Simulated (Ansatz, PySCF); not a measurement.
Molecule: C$_{2}$H$_{10}$P$_{2}$Si, charge 0, multiplicity 1. SMILES: C[Si](P)(C)P
Coordinates optimised at B3LYP-D3(BJ)/def2-TZVP (Ansatz, a quantum-chemistry and plane-wave program):
```xyz
15

C     -0.8976     0.7815     1.7488
Si    -0.2188     0.3046     0.0640
C     -0.7337     1.5593    -1.2354
P     -0.9283    -1.8021    -0.3996
P      2.0495     0.3333     0.1900
H     -1.9898     0.7991     1.7340
H     -0.5834     0.0729     2.5169
H     -0.5474     1.7747     2.0378
H     -0.3362     1.2959    -2.2168
H     -0.3706     2.5568    -0.9767
H     -1.8221     1.6016    -1.3143
H     -0.4553    -1.7781    -1.7372
H     -2.2477    -1.4146    -0.7618
H      2.2439    -0.3189    -1.0556
H      2.1429    -0.8667     0.9414
```

Unscaled harmonic wavenumbers (cm⁻¹) in rising order, each level at the stationary point that it reaches from this structure (no distance between atoms moves by over 0.3 Å); the order of modes can differ between levels, and a negative number is imaginary. B3LYP-D3(BJ)/def2-TZVP (PySCF, at the structure above): 117, 122, 142, 156, 163, 170, 175, 191, 203, 380, 466, 617, 633, 651, 658, 701, 712, 791, 810, 846, 867, 1098, 1100, 1286, 1293, 1456, 1456, 1463, 1468, 2362, 2379, 2385, 2388, 3027, 3028, 3096, 3098, 3106, 3106.

HF/3-21G (Ansatz): 117, 121, 137, 154, 160, 166, 173, 193, 200, 357, 445, 678, 708, 723, 747, 786, 801, 914, 924, 974, 998, 1232, 1233, 1469, 1477, 1622, 1623, 1630, 1633, 2387, 2403, 2407, 2414, 3185, 3187, 3257, 3258, 3265, 3269. Zero-point energy 73.5 against 68.9 kcal/mol; where all levels lie over 400 cm⁻¹, the wavenumbers are on average 1.090 times those of B3LYP-D3(BJ)/def2-TZVP.

HF/6-31G* (Ansatz): 128, 131, 152, 164, 173, 178, 192, 208, 215, 411, 511, 685, 700, 713, 727, 751, 792, 871, 888, 934, 953, 1228, 1230, 1452, 1459, 1600, 1601, 1607, 1612, 2571, 2583, 2588, 2593, 3191, 3192, 3259, 3261, 3267, 3269. Zero-point energy 74.4 against 68.9 kcal/mol; where all levels lie over 400 cm⁻¹, the wavenumbers are on average 1.092 times those of B3LYP-D3(BJ)/def2-TZVP.

B3LYP/6-31G* (Ansatz): 118, 123, 141, 150, 163, 168, 176, 192, 200, 373, 466, 635, 641, 655, 672, 700, 727, 808, 827, 869, 888, 1126, 1128, 1324, 1332, 1488, 1489, 1496, 1501, 2376, 2392, 2398, 2406, 3043, 3045, 3116, 3118, 3126, 3128. Zero-point energy 69.7 against 68.9 kcal/mol; where all levels lie over 400 cm⁻¹, the wavenumbers are on average 1.015 times those of B3LYP-D3(BJ)/def2-TZVP.
